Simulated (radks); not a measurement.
Results of a calculation; reference values are marked as such.
Question: All-electron atom: the osmium ion Os4+ in [Xe] 4f14 5d4 (the NIST ground configuration). Level of theory: scalar-relativistic Kohn-Sham, PBE, spin-polarised, spherical densities, point nucleus; open shells are filled with parallel spins first (spin-orbit coupling, left out, can overturn this in heavy ions) (a radial shooting solver on a logarithmic mesh with Libxc functionals). Some entries of the table are withheld. Estimate them.

orbital,occ.,eigenvalue (hartree),<r^2> (bohr^2)
1s down,1,-2716.771,0.0004332
1s up,1,-2716.771,0.0004332
2s up,1,-474.5511,0.006639
2s down,1,-474.5408,0.006639
2p up,3,-413.3809,0.005532
2p down,3,-413.3726,0.005532
3s up,1,-111.7311,0.04298
3s down,1,-111.7278,0.04297
3p up,3,-93.77393,0.04388
3p down,3,-93.77018,0.04388
3d up,5,-73.73325,0.03637
3d down,5,-73.72620,0.03637
4s up,1,-24.91509,0.2104
4s down,1,-24.90559,0.2104
4p up,3,-19.02606,0.2400
4p down,3,-19.01727,0.2399
4d up,5,-11.72013,0.2768
4d down,5,-11.70975,0.2765
5s up,1,-5.06974,1.127
5s down,1,-4.98501,1.111
4f up,7,-3.60400,0.3818
4f down,7,-3.58549,0.3758
5p up,3,(1),(2)
5p down,3,(3),(4)
5d up,4,-1.82106,2.684
5d down,0,-1.69394,2.719

Answer: 
(1) 5p up eigenvalue (hartree): -3.56191
(2) 5p up <r^2> (bohr^2): 1.496
(3) 5p down eigenvalue (hartree): -3.45379
(4) 5p down <r^2> (bohr^2): 1.476
